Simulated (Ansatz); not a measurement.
The cluster SeS₂, relaxed as a singlet with RKS PBE0-D4/def2-TZVP in Ansatz, starting from the GFN2-xTB geometry. Force threshold 0.02 eV/Å.

The restricted singlet is unstable towards broken spin symmetry at other levels; at PBE0-D4/def2-TZVP this wasn't settled. Another isomer (singlet) lies 0.07 eV lower at PBE0-D4/def2-TZVP; other spin states weren't run for this one.

Start:

```
atom    x (Å)    y (Å)    z (Å)
  S1  -1.6067   0.3543   0.5719
  S2   1.2191  -0.2211  -1.2242
 Se3   0.3877  -0.1332   0.6523
```

| step | energy (eV) | largest force component (eV/Å) | SCF passes |
| --- | --- | --- | --- |
| 1 | -87005.5645 | 0.448 | 17 |
| 2 (rejected) | -87005.5592 | 0.270 | 29 |
| 3 | -87005.5813 | 0.039 | 24 |
| 4 | -87005.5814 | 0.010 | 25 |

Force components are those of the run's own axes.

End:

```xyz
3

S    -1.6190    0.3554    0.6034
S     1.2519   -0.2292   -1.2214
Se    0.3671   -0.1262    0.6180
```

By distances, no bond broke or formed. The bond that changes most is S1–Se3, from 2.05 to 2.04 Å (atoms count from 1).

No frequencies were taken in this run, so the end may be a saddle point.

Run time 4 s (4 threads of Arm Neoverse V1 on a shared host).
